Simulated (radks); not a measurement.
Problem. The rhodium ion Rh4+, [Kr] 4d5. Method: non-relativistic Kohn-Sham, PBE, spin-polarised, spherical densities, point nucleus; computed with a radial shooting solver on a logarithmic mesh with Libxc functionals. Every spin shell is full or empty, so the densities are truly spherical. Functionals are evaluated on that one density, not self-consistently. Rank these orbital-free kinetic functionals by their error against the exact value of the orbitals, and give that value: Thomas-Fermi, TF + vW, TF + vW/9, TF + vW/5, LC94, APBEK, Perdew 92, PG1.

Solution. Exact: 4681.93 hartree. From best to worst, with 100 (|E| - |E exact|)/|E exact| (equal figures are ties): LC94 +0.08, APBEK +0.14, Perdew 92 -0.66, TF + vW/9 -0.67, TF + vW/5 +3.17, Thomas-Fermi -5.45, PG1 +15.79, TF + vW +37.65.
